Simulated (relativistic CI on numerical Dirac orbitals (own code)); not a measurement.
Calculated levels, Tb²³⁺

These numbers are calculated, not measured: Dirac-Coulomb-Breit CI, separate exchange-only KLI orbitals for each configuration, model QED, unscaled Slater integrals (own radial code, finite nucleus).

Configurations in the expansion (outside the closed core [Ar] 3d10): 4s2.4p6.4d6, 4s2.4p5.4d7, 4s2.4p6.4d5.4f, 4s2.4p4.4d8, 4s.4p6.4d7, 4p6.4d8, 4s2.4p6.4d5.5s, 4s.4p6.4d6.4f, 4s2.4p6.4d5.5p, 4s2.4p6.4d5.5d, 4s2.4p6.4d4.5s2, 4s2.4p4.4d7.5s, 4s2.4p6.4d5.6s, 4s.4p6.4d6.5s, 4s.4p6.4d5.5s2, 4p6.4d7.5s. Levels of other configurations are missing.

The lowest level is 4s2.4p6.4d6 5D_4, with 57 % of that term; Hund's rules for 4s2.4p6.4d6 give 5D with J = 4, in agreement.

```
No.  Configuration  Term  J  E (cm⁻¹)   %     Next component (%)
  1    4s2.4p6.4d6    5D  4         0  57                  31 3F
  2    4s2.4p6.4d6    3P  2     16548  44                  28 5D
  3    4s2.4p6.4d6    5D  0     43027  42                  36 3P
  4    4s2.4p6.4d6    5D  3     45886  81                  13 3F
  5    4s2.4p6.4d6    5D  1     55597  65                  26 3P
  6    4s2.4p6.4d6    5D  4     62438  29                  23 3H
  7    4s2.4p6.4d6    3G  5     82372  57                  43 3H
  8    4s2.4p6.4d6    3H  6     84495  76                  24 1I
  9    4s2.4p6.4d6    3F  2     91873  50                  29 1D
 10    4s2.4p6.4d6    3F  3     95043  37                  31 3G
 11    4s2.4p6.4d6    5D  2    106896  50                  24 3P
 12    4s2.4p6.4d6    3D  1    121854  58                  33 3P
 13    4s2.4p6.4d6    5D  0    122671  42                  30 3P
 14    4s2.4p6.4d6    3G  4    122950  43                  26 1G
 15    4s2.4p6.4d6    3D  2    124964  48                  31 3P
 16    4s2.4p6.4d6    3P  0    128286  65                  28 1S
 17    4s2.4p6.4d6    3F  4    134842  43                  33 3H
 18    4s2.4p6.4d6    3F  3    136237  46                  26 3D
 19    4s2.4p6.4d6    3H  5    145489  57                  43 3G
 20    4s2.4p6.4d6    1F  3    146181  39                  25 3D
 21    4s2.4p6.4d6    3G  3    156614  54                  36 3F
 22    4s2.4p6.4d6    1I  6    159245  76                  24 3H
 23    4s2.4p6.4d6    3P  1    170274  67                  33 3D
 24    4s2.4p6.4d6    1D  2    175119  40                  31 3P
 25    4s2.4p6.4d6    1G  4    178116  60                  26 3F
 26    4s2.4p6.4d6    3P  1    193911  73                  26 5D
 27    4s2.4p6.4d6    3F  2    200893  80                   9 3D
 28    4s2.4p6.4d6    3F  4    206752  66                  15 1G
 29    4s2.4p6.4d6    1G  4    237862  64                  16 3F
 30    4s2.4p6.4d6    3P  2    244049  54                  20 1D
 31    4s2.4p6.4d6    3F  3    248673  46                  29 1F
 32    4s2.4p6.4d6    3P  0    260658  51                  40 1S
 33    4s2.4p6.4d6    1D  2    261665  91                   3 3D
 34    4s2.4p6.4d6    1S  0    325469  81                  17 3P
 35    4p5.4d7(4F)   5G°  6   1034157  82                 15 3H°
 36    4p5.4d7(4F)   5F°  5   1056968  45                 35 3G°
 37    4p5.4d7(2P)   3D°  3   1059862  58                 12 3F°
 38    4p5.4d7(4P)   3P°  0   1066278  54                 36 1S°
 39    4p5.4d7(4P)   5D°  4   1081353  32                 24 3F°
 40    4p5.4d7(2P)   3P°  2   1084303  27                 21 3D°
 41    4p5.4d7(4F)   5G°  5   1098841  67                 17 3G°
 42    4p5.4d7(2D)   3F°  4   1102538  40                 26 5D°
 43    4p5.4d7(4P)   5P°  3   1103269  26                 24 5D°
 44    4p5.4d7(4P)   3P°  2   1105953  37                 24 1D°
 45    4p5.4d7(4F)   5D°  1   1108841  29                 27 3P°
 46    4p5.4d7(4F)   3D°  2   1120272  42                 23 5D°
 47    4p5.4d7(4F)   5F°  3   1120300  32                 21 3D°
 48    4p5.4d7(4P)   5D°  4   1120499  34                 25 5F°
 49    4p5.4d7(2G)   3H°  6   1121724  65                 17 3I°
 50    4p5.4d7(2G)   3G°  3   1130699  23                 22 1F°
 51    4p5.4d7(4F)   5D°  0   1134250  50  21 4s2.4p6.4d5.4f 5D°
 52    4p5.4d7(4F)   3D°  1   1135217  34                 22 5F°
 53    4p5.4d7(4F)   3G°  4   1137156  37                 20 5D°
 54    4p5.4d7(4P)   5P°  2   1138732  24                 18 5D°
 55    4p5.4d7(2D)   3D°  3   1141421  20                 18 5P°
 56    4p5.4d7(4P)   3P°  1   1142735  35                 13 3S°
 57    4p5.4d7(2H)   3H°  4   1145982  19                 16 1G°
 58    4p5.4d7(2H)   3H°  5   1147808  47                 17 3G°
 59    4p5.4d7(4F)   3F°  2   1159007  28                 15 3P°
 60    4p5.4d7(2F)   3F°  2   1163987  34                 25 1D°
 61    4p5.4d7(2H)   3I°  7   1166621  95   5 4s2.4p6.4d5.4f 3I°
 62    4p5.4d7(2F)   3F°  3   1167242  32                 20 3D°
 63    4p5.4d7(2H)   3H°  6   1172002  60  16 4s2.4p6.4d5.4f 3H°
 64    4p5.4d7(2G)   3F°  3   1178186  28  14 4s2.4p6.4d5.4f 3F°
 65    4p5.4d7(2H)   1H°  5   1181069  28  18 4s2.4p6.4d5.4f 7F°
 66     4d5(6S).4f   7F°  4   1181374  45                 15 5F°
 67     4d5(6S).4f   7F°  1   1181792  33                 15 5D°
 68     4d5(6S).4f   7F°  2   1182200  54                 13 5D°
 69    4p5.4d7(2F)   1G°  4   1182640  46                 20 3G°
 70     4d5(6S).4f   7F°  5   1182674  24     18 4s2.4p5.4d7 1H°
```

Energies count from the lowest computed level; ° marks odd parity. Percentages are summed over parent terms; the parents shown are those of the largest component, closed shells are left out there.

The mean weight of the leading LS term, summed over parents, in these 70 levels is 49 %, and that of the leading jj configuration (from the same eigenvectors) 71 %, so jj coupling describes them better and the LS labels are nominal.

At this charge energies of transitions that change n are usually good to better than 1 %, and those within a shell (Δn = 0) to a few per cent. Terms inside the open d or f shell come out 10 to 20 % too wide with unscaled integrals.

LS names give the leading component of a level, which can be under half, so a name can repeat, a term be missing and a line seem to break the LS rules.
